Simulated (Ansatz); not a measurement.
Total energies of `NCB(O)[SeH]`.

Cartesian coordinates in Å:
```
N -0.8815 -1.4880 -0.6623
C -0.6828 -0.0464 -0.9069
B 0.3454 0.5473 0.1275
O 1.6649 0.2895 -0.0559
Se -0.3742 1.5059 1.6836
H -1.2453 -1.6360 0.2723
H 0.0087 -1.9707 -0.7052
H -1.6603 0.4416 -0.8755
H -0.3126 0.0758 -1.9299
H 2.2438 0.5992 0.6438
H 0.8939 1.6818 2.4084
```

The species carries charge 0 and has multiplicity 1. Correlated methods include outer-core shells of Se, which these sets cover unevenly. Scalar relativity is left out up to krypton. Geometry: relaxed with PBE0-D4/def2-TZVP. It is one conformer, not always the lowest. Basis def2-TZVPP, Ansatz 0.2.0.

RPA on PBE orbitals: Hartree–Fock energy of these orbitals -2595.29463 Eh, correlation -1.58391 Eh (frozen core).

```json
{"functional": "r2SCAN", "energy without D4 (Eh)": "-2598.13167", "D4 term (kJ/mol)": "-5.5"}
{"functional": "LC-ωPBE", "energy without D4 (Eh)": "-2597.80027", "D4 term (kJ/mol)": "–"}
```

(1) Give the same for LDA (SPW92), PBE, revPBE, BLYP, B97M-V, PBE0, B3LYP, r2SCANh, r2SCAN0, HSE06 (plane-wave form), BHLYP, CAM-B3LYP, ωB97X-V, ωB97M-V, B2PLYP, PBE-QIDH. (Estimate.)

B3LYP takes the VWN-RPA correlation (the form of Gaussian; ORCA's B3LYP/G). HSE06 is the plane-wave form, built on full-range PBE exchange. The double hybrids freeze the cores in their second-order part.

Answers

(1) The calculation gave: 
```json
{"functional": "LDA (SPW92)", "energy without D4 (Eh)": "-2593.17916", "D4 term (kJ/mol)": "–"}
{"functional": "PBE", "energy without D4 (Eh)": "-2597.64707", "D4 term (kJ/mol)": "-22.4"}
{"functional": "revPBE", "energy without D4 (Eh)": "-2597.98967", "D4 term (kJ/mol)": "-69.1"}
{"functional": "BLYP", "energy without D4 (Eh)": "-2598.21791", "D4 term (kJ/mol)": "-49.4"}
{"functional": "B97M-V", "energy without D4 (Eh)": "-2597.79345", "D4 term (kJ/mol)": "–"}
{"functional": "PBE0", "energy without D4 (Eh)": "-2597.73989", "D4 term (kJ/mol)": "-19.0"}
{"functional": "B3LYP", "energy without D4 (Eh)": "-2598.29556", "D4 term (kJ/mol)": "-36.1"}
{"functional": "r2SCANh", "energy without D4 (Eh)": "-2598.11882", "D4 term (kJ/mol)": "-5.9"}
{"functional": "r2SCAN0", "energy without D4 (Eh)": "-2598.10093", "D4 term (kJ/mol)": "-6.5"}
{"functional": "HSE06 (plane-wave form)", "energy without D4 (Eh)": "-2597.73251", "D4 term (kJ/mol)": "-17.7"}
{"functional": "BHLYP", "energy without D4 (Eh)": "-2598.12942", "D4 term (kJ/mol)": "-27.1"}
{"functional": "CAM-B3LYP", "energy without D4 (Eh)": "-2598.28667", "D4 term (kJ/mol)": "-19.2"}
{"functional": "ωB97X-V", "energy without D4 (Eh)": "-2597.97000", "D4 term (kJ/mol)": "–"}
{"functional": "ωB97M-V", "energy without D4 (Eh)": "-2598.03688", "D4 term (kJ/mol)": "–"}
{"functional": "B2PLYP", "energy without D4 (Eh)": "-2597.71716", "D4 term (kJ/mol)": "–"}
{"functional": "PBE-QIDH", "energy without D4 (Eh)": "-2597.39666", "D4 term (kJ/mol)": "–"}
```

LC-ωPBE has ω = 0.4 bohr⁻¹.
